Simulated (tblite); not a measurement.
Compound: C3H8S2Si.
Geometry (GFN2-xTB, Å), atoms numbered from 1 in this order:
```
atom  x, y, z in Å
C1    -2.337   -0.005   -0.779
S2    -0.794    0.950   -0.640
C3    -0.518    0.784    1.086
C4     0.653    0.871    1.708
S5     2.251    1.119    1.039
Si6    2.292    0.074   -0.852
H7    -2.156   -1.037   -0.492
H8    -2.639    0.045   -1.820
H9    -3.100    0.443   -0.149
H10   -1.423    0.634    1.654
H11    0.683    0.830    2.787
H12    1.522   -1.152   -0.693
H13    1.846    0.936   -1.933
H14    3.717   -0.212   -0.939
```

Method: GFN2-xTB as coded in tblite; computed harmonic values from a numerical Hessian at the method's own geometry, unscaled. This tight-binding method is rough: wavenumbers can miss measured ones by several per cent, in bad cases by 10 to 20. Modes of hydrogen on silicon can be 10 to 20 % off. One conformer, not necessarily the lowest.

Harmonic wavenumbers (cm⁻¹): 25.9, 44.4, 118.6, 142.4, 169.2, 223.3, 253.0, 364.3, 483.0, 522.9, 535.8, 582.7, 674.6, 697.4, 727.4, 743.1, 780.5, 795.9, 809.8, 827.0, 940.2, 956.4, 1180.9, 1254.0, 1316.3, 1446.5, 1450.4, 1607.0, 2315.1, 2327.7, 2349.0, 3025.0, 3031.2, 3056.8, 3064.6, 3073.9.

A = 3103, B = 1180, C = 915.7 MHz; mass 135.984 u (most abundant isotopes); point group C1, symmetry number 1.

What is the zero-point energy?

½Σν̃ = 20958 cm⁻¹ = 250.71 kJ/mol.

Give the ideal-gas entropy at 350 K and 1 bar in the rigid-rotor, harmonic-oscillator model (classical rotation).

Translation 173.46, rotation 123.13, vibration 140.66: S = 437.3 J/(mol K).

And Cp and H(350 K) − H(0)?

Cp = 162.00 J/(mol K), of which vibrations give 128.74 (their classical limit is 36 R = 299.3); H(350 K) − H(0) = 35.66 kJ/mol without the zero-point energy, 24.02 from vibrations.

Blend soft modes into free rotors: weight 1/[1 + (100 cm⁻¹/ν̃)⁴] for the oscillator and the rest for a rotor with moment μB/(μ + B), μ = h/(8π²ν), B = 10⁻⁴⁴ kg m². What vibrational entropy results?

124.49 J/(mol K) in place of 140.66, which changes −T·S at 350 K by +5.66 kJ/mol.

What must be added to the electronic energy to get the Gibbs energy at 350 K and 1 bar?

ZPE + [H(350 K) − H(0)] − T·S = 250.71 + 35.66 − 153.04 = 133.33 kJ/mol.

Which modes carry the vibrational entropy at 350 K?

25.9 cm⁻¹: 26.94; 44.4 cm⁻¹: 22.47; 118.6 cm⁻¹: 14.37; 142.4 cm⁻¹: 12.88; 169.2 cm⁻¹: 11.50; 223.3 cm⁻¹: 9.31 J/(mol K); the other 30 give 43.19 together.

How do the functions run with temperature in this model?

```csv
T (K),S (J/(mol K)),Cp (J/(mol K)),H − H(0) (kJ/mol),G − H(0) (kJ/mol),ln q(vib)
150,332.0,93.5,9.84,-39.96,3.76
250,388.3,129.9,21.01,-76.05,6.26
298.15,412.6,146.2,27.66,-95.34,7.43
400,459.8,175.4,44.11,-139.81,9.83
600,539.1,215.7,83.52,-239.96,14.27
900,634.4,253.5,154.37,-416.57,20.22
```

q(vib) and H(0) count from the zero-point level.

Hindered rotation and anharmonicity are outside this model. Other conformers, if any are populated, would add a mixing term that is left out. The structure is chiral; the term R ln 2 for an equal mix with its mirror image is left out.
